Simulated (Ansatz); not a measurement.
Frontier orbitals of BH4InSSi.

Cartesian coordinates in Å:
```
S 0.474 -1.130 0.824
In -2.827 0.435 1.016
B -0.476 0.597 0.681
Si 0.150 0.038 -1.062
H 1.798 -0.832 0.894
H 0.027 1.499 1.289
H -0.655 -0.806 -1.986
H 1.510 0.198 -1.657
```

Charge 0, multiplicity 1. Correlated methods include outer-core shells of In, which these sets cover unevenly. In takes the def2 core potential. The bonds changed during the relaxation, so this is another structure than the one it started from. The structure was optimised at the PBE0-D4/def2-TZVP level. It is one conformer, not always the lowest. Basis def2-TZVPP, Ansatz 0.2.0.

Orbital energies of one run (eV). Highest occupied ones, from the top: -4.95, -7.40, -8.74, -9.27, -9.92, -10.59, -12.18, -13.55, -15.58, -20.78, -20.81, -20.82, -21.10, -21.10. Empty: -1.57, -1.41, -0.60, 0.44, 0.96, 1.38.

(1) Which functional gave them?
A. ωB97M-V
B. r2SCAN0
C. LDA (SPW92)
D. ωB97X-V

Answers

(1) B. HOMO energies: r2SCAN0 -4.95, ωB97M-V -6.67, ωB97X-V -6.72, LDA (SPW92) -4.22 eV.
